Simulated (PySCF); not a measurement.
An unknown is described by computed data only.

Elements present: C, H and N. Monoisotopic mass: 111.0796 u.

| Property | Result |
| --- | --- |
| NMR, other nuclei | isotropic shieldings of nuclei other than C and H, by class: -136 (1 N), -120 (1 N), -5 (1 N) ppm [GIAO PBE0/pcSseg-1] |
| Triplet | lowest triplet excitation (Tamm–Dancoff): 4.58 eV [TDA CAM-B3LYP/def2-SVPD] |
| Rotational structure | rotational constants A, B, C: 5.473, 1.326, 1.168 GHz [GFN2-xTB] |
| Dipole | 4.57 D [CAM-B3LYP/def2-SVPD] |
| 13C NMR | chemical shifts (computed TMS as zero) by class: 149.1 (1 C), 125.7 (1 C), 46.3 (1 C), 20.9 (1 C), 13.5 (1 C) ppm [GIAO PBE0/pcSseg-1] |
| 1H NMR | chemical shifts (computed TMS as zero) by class: 7.21 (1 H), 4.42 (2 H), 2.52 (3 H), 1.42 (3 H) ppm [GIAO PBE0/pcSseg-1] |

Gas-phase values; electronic properties from PySCF, density fitting. Levels stand in brackets. Geometry: GFN2-xTB, one conformer, isolated molecule. GFN2-xTB frequencies show an imaginary mode (34i cm⁻¹), so this geometry is no minimum at that level. NMR values are class means; diastereotopic atoms form classes of their own.

Task: Which formula fits the mass and the elements?

Result: C5H9N3 (calculated 111.0796). No other formula that holds each of these elements comes within 0.0003 u with a fitting electron parity and a possible valence count.

Task: Propose a structure and show how it fits.

Result: Numbering: `[CH3:1][CH2:2][n:3]1[cH:4][c:5]([CH3:6])[n:7][n:8]1`. Its formula, C5H9N3, gives 3 degrees of unsaturation: 1 ring and 2 π bonds in the structure found (Kekulé form). 5 carbons fall into 5 classes; from least to most shielded: substituted aromatic carbon [C5] (149.1 ppm), aromatic CH next to a ring nitrogen [C4] (125.7 ppm), chain sp3 carbon bound to nitrogen [C2] (46.3 ppm), methyl carbon [C1] (20.9 ppm), benzylic-type carbon [C6] (13.5 ppm). Hydrogen classes from least to most shielded: 1 H on an aromatic CH next to a ring nitrogen, C4 (7.21 ppm), 2 H on an sp3 carbon bound to nitrogen, C2 (4.42 ppm, a mean of values up to 0.6 ppm apart in this geometry), 3 H on a benzylic-type carbon, C6 (2.52 ppm, a mean of values up to 0.6 ppm apart in this geometry), 3 H on a methyl carbon, C1 (1.42 ppm). The other shieldings belong to: -136 ppm, pyridine-type nitrogen [N8]; -120 ppm, pyridine-type nitrogen [N7]; -5 ppm, pyrrole-type nitrogen [N3]. The optimised geometry has point group C1 and is an asymmetric top. Structure: `n1(CC)nnc(c1)C`. Computed isomers that give other values at the same levels: `CC(C)n1ccnn1` (13C chemical shifts (computed TMS as zero) by class: 136.0 (1 C), 128.5 (1 C), 54.7 (1 C), 26.5 (2 C) ppm); `CCn1ncc(C)n1` (13C chemical shifts (computed TMS as zero) by class: 148.5 (1 C), 138.0 (1 C), 51.3 (1 C), 19.5 (1 C), 13.0 (1 C) ppm); `CCc1nncn1C` (13C chemical shifts (computed TMS as zero) by class: 158.4 (1 C), 147.1 (1 C), 30.8 (1 C), 22.6 (1 C), 16.1 (1 C) ppm). The assignments are read from this structure; whether some other isomer fits the data as well wasn't checked.

Shape of the structure used: `[CH3:1][CH2:2][n:3]1[cH:4][c:5]([CH3:6])[n:7][n:8]1`: C1–C2–N3–C4 76°.
